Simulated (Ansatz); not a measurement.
A nudged elastic band was laid between two geometries of CH4FInO (8 atoms, charge 0, multiplicity 1).

These are results of RKS B3LYP/def2-SVP in Ansatz, not measurements.

- movable images: 6
- climbing image: no
- spring: 5.0 eV/Å²
- optimiser: quadratic models (default)
- start path: through a guess of the saddle point
- force threshold: 0.03 eV/Å
- iteration limit: 54
- end points: relaxed

First end point:

```xyz
8
Properties=species:S:1:pos:R:3
C 0.184 1.297 -0.089
O 0.131 0.265 0.873
In -0.202 -1.642 0.403
F -0.426 -1.725 -1.557
H 0.005 0.947 -1.122
H -0.573 2.071 0.141
H 1.176 1.788 -0.067
H -0.296 -3.001 1.416
```

Last end point:

```xyz
8
Properties=species:S:1:pos:R:3
C 0.227 1.356 0.093
O -0.098 0.255 -0.717
In -0.273 -1.635 -0.103
F -0.780 -2.716 -1.660
H 0.491 1.097 1.139
H 1.092 1.900 -0.333
H -0.618 2.070 0.140
H -0.042 -2.327 1.442
```

**Question.** Which bonds break or form, and what moves?

**Answer.** No bond is made or broken. The dihedral C1–O2–In3–F4 goes from 0 to 179°.

**Question.** What energy profile does the band end with?

**Answer.** The run converged. The highest image is number 2 of 0 to 7, 0.169 eV above the first end and 0.083 eV above the last; the last end lies 0.086 eV above the first. No image climbed, so the highest image needn't sit at the top of the path.

| image | path coordinate (Å) | energy (eV) | dihedral C1–O2–In3–F4 (°) |
| --- | --- | --- | --- |
| 0 | 0.00 | 0.000 | 0 |
| 1 | 0.90 | 0.078 | 39 |
| 2 | 1.80 | 0.169 | 93 |
| 3 | 2.69 | 0.127 | 141 |
| 4 | 3.59 | 0.090 | -176 |
| 5 | 4.49 | 0.090 | 179 |
| 6 | 5.39 | 0.088 | -176 |
| 7 | 6.29 | 0.086 | 179 |

**Question.** What is the geometry of the highest image?

**Answer.** 
```xyz
8
Properties=species:S:1:pos:R:3
C 0.158 1.378 -0.064
O 0.730 0.125 0.197
In -0.146 -1.671 0.249
F -0.021 -2.520 -1.525
H -0.378 1.426 -1.033
H -0.548 1.709 0.726
H 0.964 2.133 -0.108
H -0.759 -2.581 1.558
```

The run took 9.7 min on 1 thread of Intel(R) Xeon(R) Processor @ 2.70GHz, on a shared host, peak memory 0.19 GiB.
